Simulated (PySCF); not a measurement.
# Working out the excitation energy of S⁺

S⁺ [Ne] 3s2 3p3 (4S) → S⁺ [Ne] 3s1 3p3 3d1 (6D). All numbers are calculated (PySCF 2.14, the non-relativistic Hamiltonian (point nucleus), in aug-cc-pwCVDZ (6s5p3d, 36 functions)). Frozen: nothing. Energies in hartree (1 hartree = 27.21139 eV):

| part | S⁺ (lower) | S⁺ (upper) |
| --- | --- | --- |
| UHF | -397.160287 | -396.471031 |
| MP2 opposite-spin | -0.158877 | -0.101704 |
| MP2 same-spin | -0.066711 | -0.060351 |

Task: What does Hartree-Fock give?

Result: (-396.471031) − (-397.160287) = 0.689256 hartree = 18.756 eV.

Task: What do MP2 and SCS-MP2 (6/5 opposite-spin, 1/3 same-spin) give?

Result: The opposite-spin parts differ by 1.556 eV and the same-spin parts by 0.173 eV. MP2: 18.756 + (1.556) + (0.173) = 20.485 eV. SCS-MP2: 18.756 + 1.2 × (1.556) + (0.173)/3 = 20.681 eV.

A double-zeta basis recovers only part of the correlation energy.
